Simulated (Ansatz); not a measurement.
`C#CBN=C` + H₂O → `C#CBO` + `C=N` at 500 K and 1 bar (formal hydrolysis of a B–N bond).

Calculated with Ansatz (gas phase, PBE0-D4/def2-TZVP geometries, no zero-point term in ΔE). CCSD(T)/CBS adds triple-zeta CCSD(T) − MP2 to the extrapolated MP2 energy (def2 sets, frozen cores). This one scheme is used for every species. Each species was taken in one conformer, which may not be the lowest.

```
  species  CCSD(T)/CBS energy (Eh)  H − E (kJ/mol)  S (J/(mol·K))
`C#CBN=C`               -196.00015           203.9          365.4
      H₂O                -76.37941            73.2          206.3
  `C#CBO`               -177.86821           154.8          324.5
    `C=N`                -94.52360           124.2          249.5
```

H − E and S are ideal-gas, rigid-rotor, harmonic terms from PBE0-D4/def2-TZVP, for one conformer and one mirror image of each species. 1 Eh = 2625.50 kJ/mol, R = 8.31446 J/(mol·K).

Q: By hand: ΔE, ΔH, ΔS and ΔG.

A: ΔE = (-177.86821) + (-94.52360) − (-196.00015) − (-76.37941) = -0.01225 Eh = -32.2 kJ/mol. Δ(H − E) = 154.8 + 124.2 − 203.9 − 73.2 = 1.9, so ΔH = -30.3 kJ/mol. ΔS = 324.5 + 249.5 − 365.4 − 206.3 = 2.3 J/(mol·K). ΔG = -30.3 − 500 × (2.3)/1000 = -31.4 kJ/mol.

Q: By hand: the equilibrium constant, and the temperature at which ΔG would vanish if ΔH and ΔS stayed fixed.

A: log₁₀ K = −ΔG/(RT ln 10) = 3.3. ΔH and −TΔS have one sign here, so there is no such temperature.

The number of gas molecules stays the same, so ΔS is small and ΔH decides. A doubt of 5 kJ/mol in ΔE shifts log₁₀ K by 0.5 here. Other conformers and mirror images would add mixing entropy, several J/(mol·K) or more a flexible species. These are equilibria of isolated gas molecules and say nothing of rates. Largest T1 diagnostic: 0.016 (customary marks: 0.02 for closed shells, 0.045 for open ones).

ΔS is within the doubt of such terms, so its sign, and with it that verdict, could turn.
